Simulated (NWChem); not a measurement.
Program: NWChem. System: ClFSi, charge 0, spin multiplicity 1, at a geometry optimised with PBE0/def2-SVP. The structure started from a generated list of species. Level: B3LYP/cc-pVTZ, VWN1-RPA local correlation.

Input file:

```
start mol
memory heap 200 mb stack 900 mb global 1100 mb
geometry units angstroms nocenter noautoz
  Si    -0.797215    -0.412779     0.000000
  F      0.263051    -1.649028     0.000000
  Cl     0.517268     1.212950     0.000000
  symmetry group Cs
end
basis spherical
  * library cc-pvtz
end
dft
  xc b3lyp
  semidirect memsize 60000000 filesize 0
  iterations 100
end
task dft energy
```

Part of the output:

```
             Northwest Computational Chemistry Package (NWChem) 7.3.0
             --------------------------------------------------------

                                NWChem Input Module
                                -------------------

 Scaling coordinates for geometry "geometry" by  1.889725989
 (inverse scale =  0.529177249)

 Turning off AUTOSYM since
 SYMMETRY directive was detected!

                             Geometry "geometry" -> ""
                             -------------------------

 Output coordinates in angstroms (scale by  1.889725989 to convert to a.u.)

  No.       Tag          Charge          X              Y              Z
 ---- ---------------- ---------- -------------- -------------- --------------
    1 Si                  14.0000    -0.79721500    -0.41277900     0.00000000
    2 F                    9.0000     0.26305100    -1.64902800     0.00000000
    3 Cl                  17.0000     0.51726800     1.21295000     0.00000000

 Effective nuclear repulsion energy (a.u.)     129.3597934915

            Nuclear Dipole moment (a.u.)
            ----------------------------
        X                 Y               Z
 ---------------- ---------------- ----------------
     0.0000094486    -0.0000151178     0.0000000000

      Symmetry information
      --------------------

 Group name             Cs
 Group number              2
 Group order               2
 No. of unique centers     3

      Symmetry unique atoms

     1    2    3


 Summary of "ao basis" -> "" (spherical)
 ------------------------------------------------------------------------------
       Tag                 Description            Shells   Functions and Types
 ---------------- ------------------------------  ------  ---------------------
 *                          cc-pvtz                   on all atoms

                                 NWChem DFT Module
                                 -----------------

 Summary of "ao basis" -> "ao basis" (spherical)
 ------------------------------------------------------------------------------
       Tag                 Description            Shells   Functions and Types
 ---------------- ------------------------------  ------  ---------------------
 Si                         cc-pvtz                 12       34   5s4p2d1f
 F                          cc-pvtz                 10       30   4s3p2d1f
 Cl                         cc-pvtz                 12       34   5s4p2d1f

 Summary of "ao basis" -> "ao basis" (spherical)
 ------------------------------------------------------------------------------
       Tag                 Description            Shells   Functions and Types
 ---------------- ------------------------------  ------  ---------------------
 Si                         cc-pvtz                 12       34   5s4p2d1f
 F                          cc-pvtz                 10       30   4s3p2d1f
 Cl                         cc-pvtz                 12       34   5s4p2d1f

      Symmetry analysis of basis
      --------------------------

        a'         66
        a"         32

            General Information
            -------------------
          SCF calculation type: DFT
          Wavefunction type:  closed shell.
          No. of atoms     :     3
          No. of electrons :    40
           Alpha electrons :    20
            Beta electrons :    20
          Charge           :     0
          Spin multiplicity:     1
          Use of symmetry is: on ; symmetry adaption is: on
          Maximum number of iterations: 100
[...]
 d= 0,ls=0.0,diis     3   -849.7168094499 -1.78D-01  1.19D-03  6.00D-02     8.9
 d= 0,ls=0.0,diis     4   -849.7191919097 -2.38D-03  6.66D-04  1.21D-02     9.2
 d= 0,ls=0.0,diis     5   -849.7208093818 -1.62D-03  1.22D-04  4.89D-04     9.6
  Resetting Diis
 d= 0,ls=0.0,diis     6   -849.7208642698 -5.49D-05  2.33D-05  1.33D-05     9.9
 d= 0,ls=0.0,diis     7   -849.7208656615 -1.39D-06  8.37D-06  7.68D-07    10.3
 d= 0,ls=0.0,diis     8   -849.7208656742 -1.28D-08  4.27D-06  7.69D-07    10.6

         Total DFT energy =     -849.720865674250
      One electron energy =    -1433.773602397986
           Coulomb energy =      514.349520558883
    Exchange-Corr. energy =      -59.656577326640
 Nuclear repulsion energy =      129.359793491493

 Numeric. integr. density =       39.999998918770

     Total iterative time =      7.8s

                  Occupations of the irreducible representations
                  ----------------------------------------------

                     irrep           alpha         beta
                     --------     --------     --------
                     a'               16.0         16.0
                     a"                4.0          4.0

                       DFT Final Molecular Orbital Analysis
                       ------------------------------------

 Vector   18  Occ=2.000000D+00  E=-3.531813D-01  Symmetry=a"
              MO Center=  4.2D-01,  1.0D+00,  1.2D-15, r^2= 1.5D+00
   Bfn.  Coefficient  Atom+Function         Bfn.  Coefficient  Atom+Function
  ----- ------------  ---------------      ----- ------------  ---------------
    75      0.517528  3 Cl pz                81      0.329331  3 Cl pz
    78      0.254882  3 Cl pz                11      0.105786  1 Si pz
    44     -0.076702  2 F  pz                41     -0.066852  2 F  pz
    47     -0.064147  2 F  pz                17      0.055337  1 Si pz
    19      0.039163  1 Si d -1              24      0.031658  1 Si d -1

 Vector   19  Occ=2.000000D+00  E=-3.438659D-01  Symmetry=a'
              MO Center=  4.0D-01,  1.0D+00, -1.1D-15, r^2= 1.7D+00
   Bfn.  Coefficient  Atom+Function         Bfn.  Coefficient  Atom+Function
  ----- ------------  ---------------      ----- ------------  ---------------
    74      0.405827  3 Cl py                73     -0.328666  3 Cl px
    80      0.256587  3 Cl py                79     -0.206517  3 Cl px
    77      0.200794  3 Cl py                76     -0.161030  3 Cl px
    43      0.097968  2 F  py                40      0.085723  2 F  py
     9     -0.081072  1 Si px                46      0.079308  2 F  py

 Vector   20  Occ=2.000000D+00  E=-2.887125D-01  Symmetry=a'
              MO Center= -7.9D-01, -1.4D-01, -6.9D-16, r^2= 2.9D+00
   Bfn.  Coefficient  Atom+Function         Bfn.  Coefficient  Atom+Function
  ----- ------------  ---------------      ----- ------------  ---------------
     5      0.449769  1 Si s                  3      0.370483  1 Si s
     9     -0.290656  1 Si px                73      0.272724  3 Cl px
    79      0.209991  3 Cl px                42      0.141787  2 F  px
    76      0.140899  3 Cl px                15     -0.128780  1 Si px
    74      0.127179  3 Cl py                39      0.123605  2 F  px

 Vector   21  Occ=0.000000D+00  E=-1.017434D-01  Symmetry=a"
              MO Center= -7.7D-01, -2.9D-01, -2.4D-15, r^2= 2.9D+00
   Bfn.  Coefficient  Atom+Function         Bfn.  Coefficient  Atom+Function
  ----- ------------  ---------------      ----- ------------  ---------------
    17      0.576527  1 Si pz                11      0.516082  1 Si pz
    81     -0.215481  3 Cl pz                75     -0.165122  3 Cl pz
    47     -0.146946  2 F  pz                44     -0.126682  2 F  pz
    41     -0.114352  2 F  pz                78     -0.095210  3 Cl pz
    14      0.081808  1 Si pz                21      0.040633  1 Si d  1

 Vector   22  Occ=0.000000D+00  E=-4.287481D-03  Symmetry=a'
              MO Center= -1.0D+00, -3.8D-01,  3.9D-15, r^2= 3.8D+00
   Bfn.  Coefficient  Atom+Function         Bfn.  Coefficient  Atom+Function
  ----- ------------  ---------------      ----- ------------  ---------------
    16      0.940080  1 Si py                69     -0.438228  3 Cl s
    10      0.359064  1 Si py                79      0.326866  3 Cl px
    38      0.205679  2 F  s                 73      0.159881  3 Cl px
    80      0.128043  3 Cl py                18     -0.114134  1 Si d -2
    45     -0.106192  2 F  px                42     -0.103594  2 F  px

 Vector   23  Occ=0.000000D+00  E= 2.077967D-02  Symmetry=a'
              MO Center= -5.3D-01, -1.4D-01,  5.6D-15, r^2= 4.1D+00
   Bfn.  Coefficient  Atom+Function         Bfn.  Coefficient  Atom+Function
  ----- ------------  ---------------      ----- ------------  ---------------
    15      0.936883  1 Si px                 5      0.607330  1 Si s
    69     -0.587664  3 Cl s                 80      0.496172  3 Cl py
     9      0.317897  1 Si px                38     -0.222208  2 F  s
     3      0.218938  1 Si s                 79      0.189899  3 Cl px
    20      0.163377  1 Si d  0              16      0.160987  1 Si py

 center of mass
 --------------
 x =   0.01803812 y =  -0.01064770 z =   0.00000000

 moments of inertia (a.u.)
 ------------------
         385.226250802004         -81.812881321565           0.000000000000
         -81.812881321565         101.576826401317           0.000000000000
           0.000000000000           0.000000000000         486.803077203321

     Multipole analysis of the density
     ---------------------------------

     L   x y z        total         alpha         beta         nuclear
     -   - - -        -----         -----         ----         -------
     0   0 0 0     -0.000000    -20.000000    -20.000000     40.000000

     1   1 0 0     -0.479605     -0.239807     -0.239807      0.000009
     1   0 1 0     -0.031044     -0.015514     -0.015514     -0.000015
     1   0 0 1     -0.000000     -0.000000     -0.000000      0.000000

     2   2 0 0    -22.805715    -36.523710    -36.523710     50.241704
     2   1 1 0      0.591063    -20.004484    -20.004484     40.600031
     2   1 0 1      0.000000      0.000000      0.000000      0.000000
     2   0 2 0    -24.289689   -104.760866   -104.760866    185.232042
     2   0 1 1     -0.000000     -0.000000     -0.000000      0.000000
     2   0 0 2    -20.797810    -10.398905    -10.398905      0.000000

 Task  times  cpu:       10.6s     wall:       10.6s

 Total times  cpu:       10.7s     wall:       10.7s
```
